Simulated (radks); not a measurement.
Q: Neutral arsenic, [Ar] 3d10 4s2 4p3. All-electron calculation, non-relativistic Kohn-Sham, exchange-only B88, spin-polarised, spherical densities, point nucleus. Program: a radial shooting solver on a logarithmic mesh with Libxc functionals. Every spin shell is full or empty, so the densities are truly spherical. Functionals are evaluated on that one density, not self-consistently. Rank these exchange functionals by their error against the exact value of the orbitals, and give that value: LDA, PBE, PBEsol, PW91, PW86, AM05, SOGGA, G96, APBE, revTPSS, SCAN, TASK.

A: Exact: -81.3525 hartree. From best to worst, with 100 (|E| - |E exact|)/|E exact| (equal figures are ties): PW91 +0.15, PW86 +0.23, PBE -0.28, SCAN +0.34, G96 +0.44, APBE +0.59, revTPSS -0.66, TASK -2.44, PBEsol -2.47, SOGGA -2.49, AM05 -5.13, LDA -5.61.
